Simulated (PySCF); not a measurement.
Trifluoroacetate, C2F3O2 (charge -1).
SMILES with atom numbers: `[O:1]=[C:2]([O-:3])[C:4]([F:5])([F:6])[F:7]`

Structure optimised with GFN2-xTB, isolated species.

(1) List the bond lengths, angles and torsions at this level.

Answers

(1) 
```json
{"bond": "O1=C2, C2–O3", "length (bohr)": "2.303", "order": "double/single"}
{"bond": "C2–C4", "length (bohr)": "3.122", "order": "single"}
{"bond": "C4–F5, C4–F6, C4–F7", "length (bohr)": "2.567", "order": "single"}
```

Bonds in one row agree within 0.02 bohr and their mean is given. Orders are formal, as drawn. A selection of angles:
```json
{"angle": "O1–C2–O3", "degrees": "134.7"}
{"angle": "O1–C2–C4", "degrees": "113.2"}
{"angle": "O3–C2–C4", "degrees": "112.1"}
{"angle": "C2–C4–F5", "degrees": "113.1"}
{"angle": "C2–C4–F7", "degrees": "114.6"}
{"angle": "F5–C4–F6", "degrees": "105.2"}
```

Torsions: O1–C2–C4–F5 -120° (anticlinal).

All 3 C–F bonds measure 1.356 to 1.360 Å. C2 (carboxylate carbon) is planar (angles 134.7°, 113.2° and 112.1°, sum 360.0°, 0.00 Å off the plane of its three neighbours).

Point group: Cs (tolerance 0.08 Å). Whether it is a minimum is left open (no frequencies).

These are computed values.
